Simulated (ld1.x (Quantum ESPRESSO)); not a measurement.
## silicon (Si): TM pseudisation with revPBE, scalar-relativistic reference atom.

The input file (ld1.x (Quantum ESPRESSO) 7.5):

```
&input
   title='Si', zed=14., rel=1, dft='REVPBE', iswitch=3,
   config='[Ne] 3s1.5 3p2.5 3d-2',
   nld=3, rlderiv=2.60, eminld=-3.0, emaxld=5.0, deld=0.02
 /
 &inputp
   pseudotype=2, tm=.true., lloc=1,
   nlcc=.true.,
   file_pseudopw='Si.UPF', file_wfcaegen='ae.wfc', file_wfcncgen='nc.wfc', file_beta='beta', file_chi='chi'
 /
3
3S  1  0   1.50   0.00  1.30  1.30  0.0
3D  3  2  -2.00   0.20  2.15  2.15  0.0
3P  2  1   2.50   0.00  2.40  2.40  0.0
 &test
   configts(1)='3s1.5 3p2.5'
 /
```

Command:

```bash
ld1.x < Si.in > Si.out
```

Resulting log (shortened: banner, matrices, multipoles, cross overlaps and the repeated all-electron block are left out):

```
Program LD1 v.7.5
     --------------------------- All-electron run ----------------------------

     Si
     scalar relativistic calculation

     atomic number is 14.00
     dft =REVPBE   lsd =0 sic =0 latt =0  beta=0.20 tr2=1.0E-14
     Exchange-correlation= REVPBE
                           (   1   4   4   4   0   0   0)
     mesh =1141 r(mesh) = 100.57892 a.u. xmin = -7.00 dx = 0.01250
     1 Ry =  13.60569312 eV, c = 137.03599908

     n l     nl                  e(Ry)          e(Ha)          e(eV)
     1 0     1S 1( 2.00)      -131.3578       -65.6789     -1787.2144
     2 0     2S 1( 2.00)       -10.3241        -5.1620      -140.4660
     2 1     2P 1( 6.00)        -7.0833        -3.5417       -96.3734
     3 0     3S 1( 1.50)        -0.8205        -0.4103       -11.1636
     3 1     3P 1( 2.50)        -0.3207        -0.1604        -4.3639

     final scf error:  1.7E-15 reached in  26 iterations

     Etot =    -579.609219 Ry,    -289.804609 Ha,   -7885.985164 eV

     Ekin =     581.042018 Ry,     290.521009 Ha,    7905.479393 eV
     Encl =   -1382.777498 Ry,    -691.388749 Ha,  -18813.646293 eV
     Eh   =     263.567220 Ry,     131.783610 Ha,    3586.014710 eV
     Exc  =     -41.440959 Ry,     -20.720480 Ha,    -563.832973 eV

     normalization and overlap integrals

     s(1S/1S) =  1.000000  <r> =   0.1112  <r2> =    0.0167  r(max) =   0.0723
     s(2S/2S) =  1.000000  <r> =   0.5673  <r2> =    0.3846  r(max) =   0.4543
     s(2P/2P) =  1.000000  <r> =   0.5371  <r2> =    0.3639  r(max) =   0.3861
     s(3S/3S) =  1.000000  <r> =   2.1536  <r2> =    5.3936  r(max) =   1.7967
     s(3P/3P) =  1.000000  <r> =   2.7484  <r2> =    9.0752  r(max) =   2.1403

     ------------------------ End of All-electron run ------------------------

     --------------------- Generating NC pseudopotential ---------------------

      Generating local pot.: lloc=1, matching radius rcloc =   2.4000

      Computing core charge for nlcc:

       r > 1.15 : true rho core
       r < 1.15 : rho core = a sin(br)/r    a=   2.59  b=   2.37

      Integrated core pseudo-charge :   1.58

      Wfc   3S  rcut= 1.298  Using Troullier-Martins method

      Wfc   3D  rcut= 2.140  Using Troullier-Martins method

     ------------------- End of pseudopotential generation -------------------

     Computing logarithmic derivative in   2.59792
     Computing logarithmic derivative in   2.59792
     Computing the partial wave expansion
     R is outside the sphere for l=    0 j= 0.00
       no projector for channel:   1
     R is outside the sphere for l=    2 j= 0.00

     ---------------------- Testing the pseudopotential ----------------------

     Si
     scalar relativistic calculation

     atomic number is 14.00   valence charge is  4.00
     dft =REVPBE   lsd =0 sic =0 latt =0  beta=0.20 tr2=1.0E-14
     mesh =1141 r(mesh) = 100.57892 xmin = -7.00 dx = 0.01250

     n l     nl             e AE (Ry)        e PS (Ry)    De AE-PS (Ry)
     1 0     3S   1( 1.50)       -0.82051       -0.82051       -0.00000
     2 1     3P   1( 2.50)       -0.32074       -0.32074        0.00000

     eps = 3.2E-15  iter =  6

     Etot =    -579.609219 Ry,    -289.804609 Ha,   -7885.985164 eV
     Etotps =    -8.918360 Ry,      -4.459180 Ha,    -121.340464 eV

     Ekin =       2.761615 Ry,       1.380808 Ha,      37.573690 eV
     Encl =     -13.872749 Ry,      -6.936374 Ha,    -188.748364 eV
     Ehrt =       5.757568 Ry,       2.878784 Ha,      78.335704 eV
     Ecxc =      -3.758897 Ry,      -1.879448 Ha,     -51.142399 eV
     (Ecc =      -1.638391 Ry,      -0.819196 Ha,     -22.291448 eV)
     Epseu=       0.194103 Ry,       0.097051 Ha,       2.640904 eV

     ---------------------- End of pseudopotential test ----------------------
```

Generation and configuration tests took about 1 s on one core of a shared server CPU.

Transferability test of the new file with ld1.x, input:

```
&input
   title='Si', zed=14., rel=1, dft='REVPBE', iswitch=2,
   config='[Ne] 3s1.5 3p2.5 3d-2'
 /
 &test
   file_pseudo='Si.UPF', nconf=8,
   configts(1)='3s1.5 3p2.5',
   configts(2)='3s2 3p2',
   configts(3)='3s2 3p1',
   configts(4)='3s2 3p0',
   configts(5)='3s1 3p2',
   configts(6)='3s0 3p4',
   configts(7)='3s2 3p2.3',
   configts(8)='3s2 3p1.5'
 /
```

```bash
ld1.x < Si.test.in > Si.test.out
```

Pseudopotential blocks of its output, shortened (energy terms left out):

```
     ---------------------- Testing the pseudopotential ----------------------

     n l     nl             e AE (Ry)        e PS (Ry)    De AE-PS (Ry)
     1 0     3S   1( 1.50)       -0.82051       -0.82051       -0.00000
     2 1     3P   1( 2.50)       -0.32074       -0.32074        0.00000

     eps = 6.7E-15  iter =  6

     Etot =    -579.609219 Ry,    -289.804609 Ha,   -7885.985164 eV
     Etotps =    -8.918359 Ry,      -4.459180 Ha,    -121.340462 eV

     ---------------------- End of pseudopotential test ----------------------

          ---------------------- Testing the pseudopotential ----------------------

     n l     nl             e AE (Ry)        e PS (Ry)    De AE-PS (Ry)
     1 0     3S   1( 2.00)       -0.79247       -0.79251        0.00004
     2 1     3P   1( 2.00)       -0.29845       -0.29856        0.00011

     eps = 6.8E-15  iter =  6

     Etot =    -579.857685 Ry,    -289.928843 Ha,   -7889.365723 eV
     Etotps =    -9.166811 Ry,      -4.583406 Ha,    -124.720821 eV
     dEtot_ae =      -0.248467 Ry
     dEtot_ps =      -0.248452 Ry,   Delta E=      -0.000015 Ry

     ---------------------- End of pseudopotential test ----------------------

          ---------------------- Testing the pseudopotential ----------------------

     n l     nl             e AE (Ry)        e PS (Ry)    De AE-PS (Ry)
     1 0     3S   1( 2.00)       -1.39693       -1.39630       -0.00063
     2 1     3P   1( 1.00)       -0.85531       -0.85505       -0.00026

     eps = 3.3E-16  iter =  9

     Etot =    -579.290152 Ry,    -289.645076 Ha,   -7881.644031 eV
     Etotps =    -8.599274 Ry,      -4.299637 Ha,    -116.999085 eV
     dEtot_ae =       0.319067 Ry
     dEtot_ps =       0.319085 Ry,   Delta E=      -0.000018 Ry

     ---------------------- End of pseudopotential test ----------------------

          ---------------------- Testing the pseudopotential ----------------------

     n l     nl             e AE (Ry)        e PS (Ry)    De AE-PS (Ry)
     1 0     3S   1( 2.00)       -2.09359       -2.09145       -0.00214
     2 1     3P   1( 0.00)       -1.50422       -1.50287       -0.00135

     eps = 5.2E-15  iter =  9

     Etot =    -578.116621 Ry,    -289.058310 Ha,   -7865.677333 eV
     Etotps =    -7.426437 Ry,      -3.713218 Ha,    -101.041818 eV
     dEtot_ae =       1.492598 Ry
     dEtot_ps =       1.491923 Ry,   Delta E=       0.000675 Ry

     ---------------------- End of pseudopotential test ----------------------

          ---------------------- Testing the pseudopotential ----------------------

     n l     nl             e AE (Ry)        e PS (Ry)    De AE-PS (Ry)
     1 0     3S   1( 1.00)       -1.45003       -1.44922       -0.00081
     2 1     3P   1( 2.00)       -0.90167       -0.90107       -0.00061

     eps = 3.7E-16  iter =  9

     Etot =    -578.745064 Ry,    -289.372532 Ha,   -7874.227732 eV
     Etotps =    -8.054466 Ry,      -4.027233 Ha,    -109.586595 eV
     dEtot_ae =       0.864155 Ry
     dEtot_ps =       0.863893 Ry,   Delta E=       0.000262 Ry

     ---------------------- End of pseudopotential test ----------------------

          ---------------------- Testing the pseudopotential ----------------------

     n l     nl             e AE (Ry)        e PS (Ry)    De AE-PS (Ry)
     1 0     3S   1( 0.00)       -0.89547       -0.89540       -0.00007
     2 1     3P   1( 4.00)       -0.38099       -0.38069       -0.00030

     eps = 1.2E-16  iter =  9

     Etot =    -578.848143 Ry,    -289.424071 Ha,   -7875.630198 eV
     Etotps =    -8.157111 Ry,      -4.078556 Ha,    -110.983155 eV
     dEtot_ae =       0.761076 Ry
     dEtot_ps =       0.761248 Ry,   Delta E=      -0.000172 Ry

     ---------------------- End of pseudopotential test ----------------------

          ---------------------- Testing the pseudopotential ----------------------

     n l     nl             e AE (Ry)        e PS (Ry)    De AE-PS (Ry)
     1 0     3S   1( 2.00)       -0.63712       -0.63721        0.00010
     2 1     3P   1( 2.30)       -0.15647       -0.15658        0.00011

     eps = 4.2E-17  iter =  9

     Etot =    -579.925562 Ry,    -289.962781 Ha,   -7890.289232 eV
     Etotps =    -9.234726 Ry,      -4.617363 Ha,    -125.644848 eV
     dEtot_ae =      -0.316343 Ry
     dEtot_ps =      -0.316366 Ry,   Delta E=       0.000023 Ry

     ---------------------- End of pseudopotential test ----------------------

          ---------------------- Testing the pseudopotential ----------------------

     n l     nl             e AE (Ry)        e PS (Ry)    De AE-PS (Ry)
     1 0     3S   1( 2.00)       -1.08047       -1.08027       -0.00020
     2 1     3P   1( 1.50)       -0.56291       -0.56292        0.00001

     eps = 2.9E-15  iter =  6

     Etot =    -579.643652 Ry,    -289.821826 Ha,   -7886.453654 eV
     Etotps =    -8.952734 Ry,      -4.476367 Ha,    -121.808147 eV
     dEtot_ae =      -0.034433 Ry
     dEtot_ps =      -0.034374 Ry,   Delta E=      -0.000059 Ry

     ---------------------- End of pseudopotential test ----------------------
```
